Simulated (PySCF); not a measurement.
Al(vinyl)(OH)2 (C₂H₅AlO₂), SMILES [OH][Al]([OH])[CH]=C.

Geometry optimised at B3LYP-D3(BJ)/def2-SVP. The structure was generated by enumeration; whether it is a known compound was not checked. The values are those of a single conformer.

Method: PySCF with TDDFT-PBE/def2-SVPD.

Vertical excitations.  State labels are in the subgroup Cs.

Computed UV-visible absorptions:
| state | symmetry | energy (eV) | λ (nm) | f | main pairs |
|---|---|---|---|---|---|
| S1 | A" | 5.58 | 222 | 0.003 | HOMO→LUMO+1 95 % |
| S2 | A" | 5.70 | 217 | 0.000 | HOMO−3→LUMO 62 %, HOMO−1→LUMO 35 % |
| S3 | A' | 5.75 | 216 | 0.003 | HOMO−2→LUMO 92 % |
| S4 | A" | 5.77 | 215 | 0.002 | HOMO−1→LUMO 59 %, HOMO−3→LUMO 38 % |
| S5 | A' | 6.05 | 205 | 0.009 | HOMO−1→LUMO+1 76 %, HOMO−4→LUMO 14 % |
| S6 | A" | 6.17 | 201 | 0.000 | HOMO−2→LUMO+1 100 % |
| S7 | A' | 6.18 | 201 | 0.172 | HOMO−4→LUMO 37 %, HOMO→LUMO 33 %, HOMO−1→LUMO+1 22 % |
| S8 | A' | 6.40 | 194 | 0.092 | HOMO−3→LUMO+1 88 % |
| S9 | A' | 6.57 | 189 | 0.112 | HOMO→LUMO 42 %, HOMO−4→LUMO 39 %, HOMO→LUMO+4 15 % |
| S10 | A" | 6.76 | 183 | 0.043 | HOMO−4→LUMO+1 59 %, HOMO−5→LUMO 40 % |
| T1 | A' | 4.16 | 298 | 0 | HOMO→LUMO 96 % |
| T2 | A" | 5.06 | 245 | 0 | HOMO−1→LUMO 99 % |
| T3 | A" | 5.51 | 225 | 0 | HOMO→LUMO+1 100 % |
| T4 | A' | 5.54 | 224 | 0 | HOMO−2→LUMO 99 % |
Triplets are in the Tamm–Dancoff approximation, which puts them higher than full response would, so one can lie above its singlet here.
